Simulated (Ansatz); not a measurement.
Cost and result up the ladder for MoO2(NH2)2 (MoN2O2H4) (9 atoms). Charge 0, multiplicity 1. Geometry: r2SCAN-D4/def2-SVP.

```xyz
9

Mo   -0.4143    0.1936    0.4707
N     0.5286    1.4010   -0.7155
N     0.0190   -1.6568    0.0937
O    -2.0756    0.3977    0.1961
O     0.0950    0.5277    2.0537
H     1.4322    1.8210   -0.5081
H     0.1575    1.7443   -1.5989
H    -0.5087   -2.2523   -0.5411
H     0.7663   -2.1762    0.5494
```

Ansatz on 2 threads of Intel Xeon Platinum 8259CL on a shared host. Times are rough, and most runs start from the orbitals of an earlier one. r2SCAN0-D4/def2-TZVP serves as the yardstick here, not as an exact answer. Differences are given only for rows in sets of like size (and for xTB, whose basis is part of the method), since another set adds its own error. Binding counts from free atoms at the same level (Mo septet, N quartet, O triplet, H doublet; other spins of the atoms weren't run), without zero-point energy or a counterpoise term.

In the def2 sets Mo takes a core potential, while STO-3G treats all electrons; there is no spin–orbit coupling. HSE06 is defined as in plane-wave codes, on full-range PBE exchange. Correlated methods freeze 4 core orbitals; core or outer-core shells of Mo are correlated, in sets that lack core-valence functions. The rows differ in basis, and correlated rows in double-zeta sets carry the largest basis error. No other spin state of charge 0 was run.

Correlated methods converge slowly with the basis, most of all in double-zeta sets.

```json
{"level": "PBE-D4/def2-TZVP (with forces)", "functions": "188", "binding energy per atom (eV)": "4.27", "difference from r2SCAN0-D4/def2-TZVP (eV)": "0.52", "remarks": "–"}
{"level": "PBE-D4/def2-SVP", "functions": "107", "binding energy per atom (eV)": "4.31", "difference from r2SCAN0-D4/def2-TZVP (eV)": "–", "remarks": "–"}
{"level": "PBE0-D4/def2-SVP", "functions": "107", "binding energy per atom (eV)": "3.96", "difference from r2SCAN0-D4/def2-TZVP (eV)": "–", "remarks": "–"}
{"level": "HF/def2-TZVP", "functions": "188", "binding energy per atom (eV)": "1.95", "difference from r2SCAN0-D4/def2-TZVP (eV)": "-1.80", "remarks": "–"}
{"level": "HF/STO-3G", "functions": "51", "binding energy per atom (eV)": "2.30", "difference from r2SCAN0-D4/def2-TZVP (eV)": "–", "remarks": "–"}
{"level": "r2SCAN-D4/def2-TZVP", "functions": "188", "binding energy per atom (eV)": "4.02", "difference from r2SCAN0-D4/def2-TZVP (eV)": "0.27", "remarks": "–"}
{"level": "PBE0-D4/def2-TZVP", "functions": "188", "binding energy per atom (eV)": "3.94", "difference from r2SCAN0-D4/def2-TZVP (eV)": "0.19", "remarks": "–"}
{"level": "r2SCAN0-D4/def2-TZVP", "functions": "188", "binding energy per atom (eV)": "3.75", "difference from r2SCAN0-D4/def2-TZVP (eV)": "0.00", "remarks": "–"}
{"level": "HSE06-D4/def2-TZVP", "functions": "188", "binding energy per atom (eV)": "3.94", "difference from r2SCAN0-D4/def2-TZVP (eV)": "0.20", "remarks": "–"}
{"level": "MP2/def2-TZVP", "functions": "188", "binding energy per atom (eV)": "4.11", "difference from r2SCAN0-D4/def2-TZVP (eV)": "0.37", "remarks": "test for broken spin undecided"}
{"level": "CCSD(T)/def2-SVP", "functions": "107", "binding energy per atom (eV)": "3.70", "difference from r2SCAN0-D4/def2-TZVP (eV)": "–", "remarks": "test for broken spin undecided"}
```

Question: Estimate how long each takes.

Answer: HF/STO-3G 0.85 s; PBE0-D4/def2-SVP 2.2 s; PBE-D4/def2-SVP 2.6 s; PBE-D4/def2-TZVP (with forces) 3.7 s; PBE0-D4/def2-TZVP 4 s; HSE06-D4/def2-TZVP 4.5 s; r2SCAN-D4/def2-TZVP 4.7 s; HF/def2-TZVP 5 s; MP2/def2-TZVP 6.5 s; r2SCAN0-D4/def2-TZVP 8 s; CCSD(T)/def2-SVP 20 s. On shared hardware such times vary by a factor of up to 3.
